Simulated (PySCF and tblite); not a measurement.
Values are calculated unless marked as measured or tabulated.
Molecule: C5H10O2, numbered as in [CH3:1][O:2][C@H:3]1[CH2:4][CH2:5][O:6][CH2:7]1; H named by carrier, a and b as here (phase angle P 288°, Å):

```
C1       2.494    0.249   -0.094
O2       1.366   -0.220    0.603
C3       0.197   -0.287   -0.172
C4      -0.924   -0.956    0.626
C5      -2.179   -0.370   -0.015
O6      -1.830    0.909   -0.526
C7      -0.429    1.086   -0.493
H1a      2.689   -0.359   -0.985
H1b      2.376    1.295   -0.398
H1c      3.333    0.165    0.594
H3       0.395   -0.837   -1.107
H4a     -0.893   -2.041    0.571
H4b     -0.826   -0.647    1.666
H5a     -2.525   -0.999   -0.847
H5b     -3.001   -0.246    0.695
H7a     -0.108    1.491   -1.457
H7b     -0.163    1.797    0.302
```

The ring 3–4–5–6–7 is held at Altona–Sundaralingam phase angles P (ν_j = ν_max cos(P + 144°(j − 2)), ν_j about the bond from ring atom j to j + 1, counted from 0) and the rest relaxed at GFN2-xTB. Energies: PBE0/pcSseg-1 + D3(BJ). Couplings: B3LYP/6-31G* with H pcJ-1, gas phase, for ¹H. Programs: tblite and PySCF.

One held structure gave ³J(H4b,H5a) = 11.9, ³J(H4a,H5b) = 0.2, ³J(H3,H4b) = 5.2, ³J(H3,H7b) = 1.3, ³J(H4a,H5a) = 6.5, ³J(H4b,H5b) = 9.5, ³J(H3,H4a) = 9.5, ³J(H3,H7a) = 7.1 Hz.

At which phase angle P was it held?
A. 0°
B. 144°
C. 288°
D. 216°
E. 72°

A. It lies 0.64 kcal/mol above the lowest point.
